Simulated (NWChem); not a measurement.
# CH4Cl2Ge; SMILES [CH3][GeH]([Cl])[Cl]

Task: Give the equilibrium geometry at PBE-D3(BJ)/def2-SVP (NWChem) as an XYZ file, with the point group.

Result: point group Cs; any orientation.
```
8

Ge    -0.3181    -0.0008     0.3570
C     -2.0023    -0.0031    -0.6197
Cl     0.8241    -1.7599    -0.2263
Cl     0.8207     1.7598    -0.2285
H     -0.4100     0.0001     1.9008
H     -2.5835    -0.9071    -0.3531
H     -2.5817     0.9042    -0.3608
H     -1.7903    -0.0080    -1.7054
```
